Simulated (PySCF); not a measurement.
Vertical excitations of a molecule C6H15Al from TDDFT-LC-ωPBE/def2-SVP (PySCF), as energy in eV (oscillator strength): 5.63 (0.000), 5.71 (0.000), 7.26 (0.131), 7.33 (0.078), 8.49 (0.036), 8.65 (0.042), 8.73 (0.030), 8.99 (0.054), 9.01 (0.008), 9.08 (0.081). Lowest triplet (TDA): 5.29 eV. Geometry optimised at PBE0-D3(BJ)/def2-SVP. One conformer was computed; it need not be the lowest.

Task: Which molecule gave these data?
A) CCC[CH2][Al]([CH3])[CH3]
B) [CH3][Al]([CH3])[C](C)(C)C
C) CC[CH2][AlH][CH2]CC
D) C[CH2][Al]([CH2]C)[CH2]C

Result: D, C[CH2][Al]([CH2]C)[CH2]C
